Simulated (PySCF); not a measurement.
## Core binding energy against partial charge

Species: SiMe2(NHEt)2, C₆H₁₈N₂Si.
Bonds: Si1–C2, Si1–C6, Si1–N10, Si1–N19, N10–C11, C11–C12, N19–C20, C20–C21. Hydrogens: H3, H4, H5 on C2; H7, H8, H9 on C6; H13 on N10; H14, H15 on C11; H16, H17, H18 on C12; H22 on N19; H23, H24 on C20; H25, H26, H27 on C21.

Binding energies: delta-SCF UKS SCAN, pcX-2 on the ionised atom, pcseg-1 elsewhere, spin-free X2C in PySCF 2.14.0. Charges: PBE0/pcSseg-1 ground-state density, for the ionised atom.

```tsv
atom	environment	C 1s (eV)	Mulliken (e)	IAO (e)	Hirshfeld (e)	ESP (e)
C2	carbon bonded to Si and 3 H	289.61	-0.651	-0.742	-0.225	-0.899
C12	carbon bonded to C and 3 H	290.21	-0.287	-0.416	-0.125	-0.436
C11	carbon bonded to C, N and 2 H	291.11	-0.050	-0.125	-0.021	+0.421
```

How well does each charge scheme correlate with the binding energies over these sites?

ESP: r = 1.00, slope 1.1 eV per e; Hirshfeld: r = 0.99, slope 7.4 eV per e; IAO: r = 0.99, slope 2.4 eV per e; Mulliken: r = 0.97, slope 2.4 eV per e. On 3 points no scheme stands out.

The point-charge model writes a binding energy as kq + V + constant, with V the potential of the other atoms' charges at the site. What does it give with the IAO charges?

V = Σ 14.40 eV Å × q/r over all other atoms: +9.88 eV at C2, +4.51 eV at C12, -0.80 eV at C11. Fitting binding energy − V to q gives k = 19.7 eV per e and leaves an rms residual of 0.23 eV, against 0.09 eV for the fit on q alone. The model has no term for differences in relaxation between sites.

The structure is a single PBE0-D3(BJ)/def2-SVP conformer in the gas phase; no vibrational or solvent corrections.
